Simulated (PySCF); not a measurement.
**Nuclear quadrupole coupling in `FC(F)[C@@H]1C=C[C@@H](F)O1`**

C5H5F3O.
Atom-mapped SMILES: `[F:1][CH:2]([F:3])[C@@H:4]1[CH:5]=[CH:6][C@@H:7]([F:8])[O:9]1` (hydrogens: H10 on C2; H11 on C4; H12 on C5; H13 on C6; H14 on C7)

Cartesian coordinates in Å at the GFN2-xTB level; atoms count from 1:
```xyz
14
C5H5F3O angstrom
F      2.813    0.487   -0.186
C      1.836   -0.443   -0.086
F      1.761   -0.781    1.219
C      0.504    0.135   -0.590
C     -0.134    1.073    0.395
C     -1.330    0.617    0.719
C     -1.609   -0.615   -0.096
F     -2.579   -0.321   -1.046
O     -0.423   -0.932   -0.735
H      2.136   -1.335   -0.655
H      0.701    0.616   -1.560
H      0.378    1.944    0.756
H     -2.058    1.039    1.382
H     -1.998   -1.483    0.451
```

Field gradients from the PBE0/pcSseg-1 density (PySCF, non-relativistic), principal values in atomic units, ordered |Vxx| ≤ |Vyy| ≤ |Vzz|:

```tsv
atom	Vxx	Vyy	Vzz
O9	-0.1203	-1.8295	1.9498
```

Find the asymmetry η = (Vxx − Vyy)/Vzz and the couplings χ = eQV/h (234.96 MHz × Q in barn × V in au), with Q(17O) = −0.0256 b.

| atom | environment | nucleus | η | χzz (MHz) | χxx (MHz) | χyy (MHz) |
| --- | --- | --- | --- | --- | --- | --- |
| O9 | cyclic ether oxygen | 17O | 0.88 | -11.73 | 0.72 | 11.00 |

What is Vzz at O9 in SI units (1 au = 9.71736 × 10²¹ V/m²)?

1.9498 au = 18.947 × 10²¹ V/m².

Were the hydrogens deuterons (Q(2H) = 0.00286 b), χzz would run from 181 kHz (H10) to 232 kHz (H13).

One conformer (not necessarily the lowest) at the GFN2-xTB geometry, without solvent, vibrations or thermal averaging. GFN2-xTB bond lengths can be off by several hundredths of an ångström, more for odd bonds, and the gradients follow them. With so small a basis the couplings can be 20 % off.
